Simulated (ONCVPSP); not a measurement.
# An all-electron radial function and its pseudo partner (F)

Columns: radius, all-electron u(r) and pseudo u(r) of the 2s shell (level -29.99 eV) of fluorine in the configuration [He] 2s1.75 2p5.25; PW91, non-relativistic, ONCV scheme, ONCVPSP 4.0.1.

| r (bohr) | all-electron | pseudo |
| --- | --- | --- |
| 0.047 | -0.3678 | 0.0524 |
| 0.095 | -0.4504 | 0.1101 |
| 0.142 | -0.3735 | 0.1731 |
| 0.190 | -0.2147 | 0.2444 |
| 0.237 | -0.0280 | 0.3199 |
| 0.285 | 0.1666 | 0.4018 |
| 0.332 | 0.3452 | 0.4861 |
| 0.380 | 0.5077 | 0.5761 |
| 0.427 | 0.6438 | 0.6666 |
| 0.475 | 0.7584 | 0.7578 |
| 0.522 | 0.8478 | 0.8403 |
| 0.570 | 0.9175 | 0.9113 |
| 0.617 | 0.9666 | 0.9638 |
| 0.665 | 0.9999 | 0.9992 |
| 0.712 | 1.0182 | 1.0182 |
| 0.760 | 1.0248 | 1.0248 |
| 0.807 | 1.0212 | 1.0212 |
| 0.855 | 1.0094 | 1.0094 |
| 0.902 | 0.9912 | 0.9912 |
| 0.950 | 0.9675 | 0.9675 |
| 0.997 | 0.9403 | 0.9403 |
| 1.045 | 0.9095 | 0.9095 |
| 1.092 | 0.8772 | 0.8772 |
| 1.140 | 0.8428 | 0.8428 |
| 1.187 | 0.8082 | 0.8082 |
| 1.235 | 0.7725 | 0.7725 |

How many radial nodes do the two functions have?

The all-electron 2s function has n − l − 1 = 1; the pseudo-wave has 0, since the states of the same l below it are removed with the core.

At about which radius was the pseudo-wave matched?

0.75 bohr, where the columns begin to agree (steps of 0.05 bohr).

Is the pseudo-wave norm-conserving?

Yes: the ONCV scheme keeps the norm inside the radius equal to the all-electron one, which fixes the energy derivative of the logarithmic derivative at the level.
